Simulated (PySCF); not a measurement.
Al(SiH3)3 (AlH₉Si₃), SMILES [SiH3][Al]([SiH3])[SiH3].

Geometry: PBE-D3(BJ)/def2-SVP. The structure was generated by enumeration; whether it is a known compound was not checked.

The numbers are results of TDA-B3LYP/def2-SVPD (PySCF), not measurements.

Vertical excitations. 

Problem. Give excitation energies, oscillator strengths and character. (Estimate from the structure and the level; the computed values follow.)

Solution. 
```
state  energy (eV)  λ (nm)      f                                                main pairs
-----  -----------  ------  -----  --------------------------------------------------------
S1            3.42     362  0.000                                            HOMO→LUMO 99 %
S2            3.43     362  0.000                                          HOMO−1→LUMO 99 %
S3            5.76     215  0.001                      HOMO→LUMO+2 45 %, HOMO−1→LUMO+3 32 %
S4            5.80     214  0.004                                          HOMO−2→LUMO 96 %
S5            5.82     213  0.030                      HOMO→LUMO+1 72 %, HOMO−1→LUMO+3 11 %
S6            5.84     212  0.037                                        HOMO−1→LUMO+1 71 %
S7            5.89     211  0.000     HOMO−1→LUMO+2 48 %, HOMO→LUMO+3 38 %, HOMO−7→LUMO 8 %
S8            5.97     208  0.000                        HOMO−5→LUMO 61 %, HOMO−6→LUMO 28 %
S9            5.98     207  0.000                        HOMO−6→LUMO 62 %, HOMO−5→LUMO 27 %
S10           6.00     207  0.014                        HOMO−3→LUMO 66 %, HOMO−4→LUMO 13 %
T1            2.94     422      0                                            HOMO→LUMO 98 %
T2            2.94     422      0                                          HOMO−1→LUMO 98 %
T3            5.15     241      0                      HOMO→LUMO+2 46 %, HOMO−1→LUMO+3 40 %
T4            5.21     238      0  HOMO−1→LUMO+1 43 %, HOMO→LUMO+3 22 %, HOMO−1→LUMO+2 19 %
```
Triplets are in the Tamm–Dancoff approximation.
